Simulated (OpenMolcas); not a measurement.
# C2+: input and output

Input:

```
&GATEWAY
Coord
1

C 0.0 0.0 0.0
Basis=ANO-RCC
Group=XYZ
NoMove
AngMom=0.0 0.0 0.0
AMFI
&SEWARD
&RASSCF
FileOrb=start.orb
Symmetry=1
Spin=3
nActEl=2 0 0
Inactive=1 0
Ras2=1 3
CIRoot=3 3 1
SDav=3
CIMx=300
Iter=120 100
PrWF=0.3
OrbListing=Nothing
MaxOrb=0
Atom
>>> COPY $Project.JobIph JOBPRE
&RASSCF
FileOrb=start.orb
Symmetry=1
Spin=3
nActEl=2 0 0
Inactive=1 0
Ras2=2 6
CIRoot=3 3 1
SDav=16
CIMx=300
Iter=120 100
PrWF=0.3
OrbListing=Nothing
MaxOrb=0
Atom
>>> COPY $Project.JobIph JOB001
&RASSCF
FileOrb=start.orb
Symmetry=1
Spin=1
nActEl=2 0 0
Inactive=1 0
Ras2=2 6
CIRoot=7 7 1
SDav=24
CIMx=300
Iter=120 100
PrWF=0.3
OrbListing=Nothing
MaxOrb=0
Atom
>>> COPY $Project.JobIph JOB002
&RASSCF
FileOrb=start.orb
Symmetry=2
Spin=3
nActEl=2 0 0
Inactive=1 0
Ras2=2 6
CIRoot=3 3 1
SDav=12
CIMx=300
Iter=120 100
PrWF=0.3
OrbListing=Nothing
MaxOrb=0
Atom
>>> COPY $Project.JobIph JOB003
&RASSCF
FileOrb=start.orb
Symmetry=2
Spin=1
nActEl=2 0 0
Inactive=1 0
Ras2=2 6
CIRoot=3 3 1
SDav=12
CIMx=300
Iter=120 100
PrWF=0.3
OrbListing=Nothing
MaxOrb=0
Atom
>>> COPY $Project.JobIph JOB004
&RASSI
NrOfJobIphs=4 3 7 3 3
1 2 3
1 2 3 4 5 6 7
1 2 3
1 2 3
IphNames
JOB001
JOB002
JOB003
JOB004
EJob
SpinOrbit
DIPRint=1.0
SOCoupling=1000.0
Subsets=2
MEES
Property=10
'ANGMOM' 1 'ANGMOM' 2 'ANGMOM' 3 'MLTPL  1' 1 'MLTPL  1' 2 'MLTPL  1' 3
'AMFI' 1 'AMFI' 2 'AMFI' 3 'MLTPL  2' 6
SOProperty=3
'ANGMOM' 1 'ANGMOM' 2 'ANGMOM' 3
```

A driver script runs the steps one by one and writes start.orb anew before each from the orbitals found so far.

Output, cut to the results:

```
--- SEWARD ---
Basis set label: C.ANO-RCC.........

      Electronic valence basis set:
      ------------------
      Associated Effective Charge   6.000000 au
      Associated Actual Charge      6.000000 au
      Nuclear Model: Point charge

      Shell  nPrim  nBasis  Cartesian Spherical Contaminant
         s      14       8        X
         p       9       8        X
         d       4       4                 X
         f       3       3                 X
         g       2       2                 X
                  Relativistic Douglas-Kroll-Hess integrals:
                    - DKH order of Hamiltonian: 2
                    - DKH order of Properties : 0
                  Atomic mean-field integrals
--- RASSCF ---
Wave function specifications:
      -----------------------------

      Number of closed shell electrons           2
      Number of electrons in active shells       2
      Max number of holes in RAS1 space          0
      Max nr of electrons in RAS3 space          0
      Number of inactive orbitals                1
      Number of active orbitals                  8
      Number of secondary orbitals              82
      Spin quantum number                      1.0
      State symmetry                             1
Orbital specifications:
      -----------------------

      Symmetry species                           1   2
                                                ag  au
      Frozen orbitals                            0   0
      Inactive orbitals                          1   0
      Active orbitals                            2   6
      RAS1 orbitals                              0   0
      RAS2 orbitals                              2   6
      RAS3 orbitals                              0   0
      Secondary orbitals                        43  39
      Deleted orbitals                           0   0
      Number of basis functions                 46  45
      Number of CSFs                            16
      Number of root(s) required                 3
      Iter CI   SX   CI       RASSCF       Energy    max ROT     max BLB   max BLB  Level Ln srch  Step   QN
          iter iter root      energy       change     param      element    value   shift minimum  type update
 Nr of preliminary CI iterations:   1
 ###############################################################################
 ###############################################################################
 ###                                                                         ###
 ###                                                                         ###
 ###    WARNING: Problems in orbital optimization.                           ###
 ###                                                                         ###
 ###                                                                         ###
 ###############################################################################
 ###############################################################################
  Warning: In symmetry  1, orbital p=   2 has diagonal density matrix element D(p,p) close to zero. D(p,p)=  3.406360E-29
  Warning: In symmetry  1, orbital p=   3 has diagonal density matrix element D(p,p) close to zero. D(p,p)=  3.406360E-29
        ...
 ###############################################################################
  Warning: In symmetry  1, orbital p=   2 has diagonal density matrix element D(p,p) close to zero. D(p,p)=  2.190662E-28
  Warning: In symmetry  1, orbital p=   3 has diagonal density matrix element D(p,p) close to zero. D(p,p)=  2.190662E-28
        4   1    2    0   -35.85989021   -3.55E-14   3.69E-07    1   8 1  2.49E-07   0.50   0.00    SX    NO
      Convergence after  4 iterations
        5   1    2    0   -35.85989021   -1.07E-13   3.69E-07    1   8 1 -1.60E-07   0.50   0.00    SX    NO
      Natural orbitals and occupation numbers for root  1
      sym 1:   0.000000   0.000000
      sym 2:   0.998997  -0.000000   0.998997   0.001003   0.001003   0.000000
      Natural orbitals and occupation numbers for root  2
      sym 1:   0.000000   0.000000
      sym 2:   0.000000   0.998997   0.998997   0.000000   0.001003   0.001003
      Natural orbitals and occupation numbers for root  3
      sym 1:   0.000000   0.000000
      sym 2:   0.998997   0.000000   0.998997   0.001003  -0.000000   0.001003
::    RASSCF root number  1 Total energy:    -35.85989021
::    RASSCF root number  2 Total energy:    -35.85989021
...
--- RASSI ---
SPIN-FREE ENERGIES:
  (Shifted by EMIN (a.u.) =        -36.4928392592)

 SF State       Relative EMIN(au)   Rel lowest level(eV)    D:o, cm**(-1)      L_eff

     4             0.0000000000        0.0000000000              0.0000         0.0
    11             0.2410672543        6.5597741692          52908.1468         1.0
    12             0.2410672543        6.5597741692          52908.1468         1.0
    13             0.2410672543        6.5597741692          52908.1468         1.0
    14             0.5105986096       13.8940959814         112063.4416         1.0
    15             0.5105986096       13.8940959814         112063.4416         1.0
    16             0.5105986096       13.8940959814         112063.4416         1.0
     2             0.6329490450       17.2234209363         138916.2583         1.0
     3             0.6329490450       17.2234209363         138916.2583         1.0
     1             0.6329490450       17.2234209363         138916.2583         1.0
     8             0.7074433397       19.2505139636         155265.8662         2.0
     9             0.7074433397       19.2505139636         155265.8662         2.0
     5             0.7074433397       19.2505139636         155265.8662         2.0
     6             0.7074433397       19.2505139636         155265.8662         2.0
     7             0.7074433397       19.2505139636         155265.8662         2.0
    10             0.8694998736       23.6602969026         190833.1642         0.0
     Dipole printing threshold changed to   1.00000000E+00

++ Dipole transition strengths (spin-free states):
   -----------------------------------------------
     for osc. strength at least  1.00000000E+00

  ( Max oscillator strength is only   0.25800074830059538      )
--
Eigenvalues of complex Hamiltonian:
   -----------------------------------
  (Shifted by EMIN (a.u.) =        -36.4928392592)

...
```

Levels above the lowest, from the spin-orbit matrix, grouped by J:

```csv
Configuration,Term,J,E (cm-1),Measured (cm-1),g,Term weight %
2s2,1S,0,0.0,0.0,,100
2s 2p,3P*,0,52855,52367,,100
2s 2p,3P*,1,52881,52391,1.501,100
2s 2p,3P*,2,52935,52447,1.501,100
2s 2p,1P*,1,112063,102352,1.000,100
2p2,3P,0,138863,137426,,100
2p2,3P,1,138890,137454,1.501,100
2p2,3P,2,138943,137502,1.501,100
2p2,1D,2,155266,145876,1.000,100
2p2,1S,0,190833,182520,,100
```

Against the 9 measured excited levels shown (Moore, Selected Tables of Atomic Spectra, NSRDS-NBS 3, section 3) the mean absolute deviation is 3700 cm-1; the largest miss in energy is 2s 2p 1P* 1: computed 112063, measured 102352 cm-1 (+9.5 %).

Active for correlation alone: 3p 3s; no level in the range computed is led by a configuration that fills them, so any true level of that kind is missing. Measured partners are found by configuration, term and J. A level has none where our copy of the source lacks it or the pairing is in doubt (some pairs that miss far off the trend of their configuration count as doubtful), and it then counts in no deviation. Levels of configurations outside the active space are missing. The first state left out of the spin-orbit step lies near 250000 cm-1 above the lowest spin-free state of the reference (among the parities and spins computed), and the list stops at four fifths of that energy or lower.

The term weight is that of the spin-free term in the level, not the purity of its configuration. * marks odd parity.
